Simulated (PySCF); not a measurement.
## Basis and Hamiltonian dependence of the excitation energy of Bi²⁺

Bi²⁺ [Xe] 4f14 5d10 6s2 6p1 (2P) → Bi²⁺ [Xe] 4f14 5d10 6s2 7s1 (2S). Calculated with PySCF 2.14 from differences of total energies of unrestricted determinants, without spin-orbit coupling. Values in eV.

```json
{"basis": "aug-cc-pwCVDZ-PP with ECP60MDF", "Hamiltonian": "ECP", "functions": "48", "UHF": "9.855", "r2SCAN": "9.979", "PBE0": "9.867", "MP2 (valence)": "9.777", "CCSD(T) (valence)": "9.786"}
{"basis": "def2-TZVPPD with the def2 core potential (60 electrons)", "Hamiltonian": "ECP", "functions": "56", "UHF": "9.835", "r2SCAN": "9.957", "PBE0": "9.842", "MP2 (valence)": "9.792", "CCSD(T) (valence)": "9.799"}
{"basis": "x2c-TZVPPall with one added diffuse shell each of s, p, d, f type", "Hamiltonian": "spin-free X2C", "functions": "99", "UHF": "9.882", "r2SCAN": "10.013", "PBE0": "9.899", "MP2 (valence)": "9.836", "CCSD(T) (valence)": "9.842"}
{"basis": "aug-cc-pVQZ-PP with one added diffuse shell each of s, p, d, f, g type with ECP60MDF", "Hamiltonian": "ECP", "functions": "117", "UHF": "9.795", "r2SCAN": "9.875", "PBE0": "9.757", "MP2 (valence)": "9.770", "CCSD(T) (valence)": "n/a"}
{"basis": "aug-cc-pV5Z-PP with ECP60MDF", "Hamiltonian": "ECP", "functions": "139", "UHF": "9.800", "r2SCAN": "9.875", "PBE0": "9.761", "MP2 (valence)": "9.783", "CCSD(T) (valence)": "n/a"}
```

Frozen in the all-electron rows: valence: [Xe] 4f14 5d10; with a core potential, the same shells as far as they lie outside it.
